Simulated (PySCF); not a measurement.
# C$_{3}$H$_{11}$NOSi$_{3}$: full NMR table

```
Formula                               : C3H11NOSi3
SMILES                                : CC#C[Si@@H](O)N([SiH3])[SiH3]
InChI                                 : InChI=1S/C3H11NOSi3/c1-2-3-8(5)4(6)7/h5,8H,1,6-7H3/t8-/m1/s1
Point group of the computed structure : C1
Degrees of unsaturation               : 2
Carbon signals                        : 3
Proton signals                        : 4
```

Molfile (atoms numbered from 1):
```
C3H11NOSi3
     RDKit          3D

 19 18  0  0  0  0  0  0  0  0999 V2000
    3.5806   -0.6866    1.2022 C   0  0  0  0  0  0  0  0  0  0  0  0
    2.2630   -0.0982    1.0649 C   0  0  0  0  0  0  0  0  0  0  0  0
    1.1509    0.3887    0.9446 C   0  0  0  0  0  0  0  0  0  0  0  0
   -0.5267    1.0899    0.7510 Si  0  0  1  0  0  4  0  0  0  0  0  0
   -0.4711    2.6491    0.1812 O   0  0  0  0  0  0  0  0  0  0  0  0
   -1.3660    0.0198   -0.3430 N   0  0  0  0  0  0  0  0  0  0  0  0
   -0.5427   -1.3052   -1.1504 Si  0  0  0  0  0  4  0  0  0  0  0  0
   -3.0615    0.3205   -0.6932 Si  0  0  0  0  0  4  0  0  0  0  0  0
    4.3667    0.0417    0.9492 H   0  0  0  0  0  0  0  0  0  0  0  0
    3.7524   -1.0272    2.2350 H   0  0  0  0  0  0  0  0  0  0  0  0
    3.6925   -1.5552    0.5346 H   0  0  0  0  0  0  0  0  0  0  0  0
   -1.2262    1.2077    2.0512 H   0  0  0  0  0  0  0  0  0  0  0  0
    0.0338    2.7869   -0.6263 H   0  0  0  0  0  0  0  0  0  0  0  0
   -1.5454   -1.9129   -2.0814 H   0  0  0  0  0  0  0  0  0  0  0  0
   -0.0770   -2.3581   -0.2003 H   0  0  0  0  0  0  0  0  0  0  0  0
    0.6224   -0.8344   -1.9584 H   0  0  0  0  0  0  0  0  0  0  0  0
   -3.8713   -0.9212   -0.5045 H   0  0  0  0  0  0  0  0  0  0  0  0
   -3.5417    1.3726    0.2508 H   0  0  0  0  0  0  0  0  0  0  0  0
   -3.2633    0.7954   -2.0966 H   0  0  0  0  0  0  0  0  0  0  0  0
  1  2  1  0
  2  3  3  0
  3  4  1  0
  4  5  1  0
  4  6  1  0
  6  7  1  0
  6  8  1  0
  1  9  1  0
  1 10  1  0
  1 11  1  0
  4 12  1  1
  5 13  1  0
  7 14  1  0
  7 15  1  0
  7 16  1  0
  8 17  1  0
  8 18  1  0
  8 19  1  0
M  END
```

[PySCF 2.14.0 with density-fitted response routines: shielding tensors at PBE0/pcSseg-1 (GIAO); geometry: PBE0-D3(BJ)/def2-SVP; rapidly exchanging positions averaged; a single conformation; in vacuum; non-relativistic]

Chemical shifts δ = σref − σ; TMS for 1H (σ = 31.27 ppm) and 13C (σ = 184.41 ppm) and 29Si (σ = 351.99 ppm); 15N (σ = 265.67 ppm) vs NH3; 17O (σ = 334.56 ppm) vs H2O, all at this level.

| carbon | δC, type | δH (multiplicity) | HMBC from (2–3 bonds) | span of the C tensor (ppm) |
| --- | --- | --- | --- | --- |
| C1 | 5.5, CH3 | 2.01 (s) | – | 27 |
| C2 | 114.1, C | – | H12, H9/H10/H11 | 281 |
| C3 | 84.8, C | – | H12, H9/H10/H11 | 259 |

Other nuclei:
```tsv
atoms	nucleus	environment	δ (ppm)	σ (ppm)
H14/H15/H16/H17/H18/H19	1H	hydrogen on a silicon bonded to N	4.68	26.59
H12	1H	hydrogen on a silicon bonded to C, N, O	4.63	26.64
H13	1H	hydrogen on an oxygen bonded to Si	1.55	29.71
Si4	29Si	silicon bonded to C, N, O, H	-43.8	395.8
Si7/Si8	29Si	silicon bonded to N, 3 H	-49.4	401.4
N6	15N	nitrogen bonded to 3 Si	14.7	251.0
O5	17O	oxygen bonded to Si, H	67.9	266.6
```

Carbon types of the structure: 2 × C, 1 × CH3, leaving 8 H on heteroatoms. δC 114.1, 84.8: alkyne carbon. δC 5.5: propargylic methyl carbon; saturated and bonded to C and H only. δH 4.68: hydrogen on a silicon bonded to N. δH 4.63: hydrogen on a silicon bonded to C, N, O. δH 1.55: hydrogen on an oxygen bonded to Si; labile proton, position sensitive to the medium.

Exchangeable OH/NH protons stand at their gas-phase positions; hydrogen bonding in a real sample shifts them, mostly to higher δ. Shifts are as computed. Against solution values, carbons near 30 ppm lie about +2 ppm off and those near 130 ppm about +5 ppm. Of 1309 compounds with measured shifts, 239 miss one by over three times the rms of a fit or turn the order of signals round; such compounds aren't used in these exercises. Experimental scales use liquid or dissolved standards, which lie at an offset from isolated NH3 (liquid NH3: subtract about 20 ppm) and H2O (liquid H2O: subtract about 36 ppm). No couplings were computed; multiplicities are counted from neighbouring protons, with m where these are inequivalent, close in shift, in a saturated or five-membered ring or joined by F or P, and br s for small geminal =CH2 splittings.
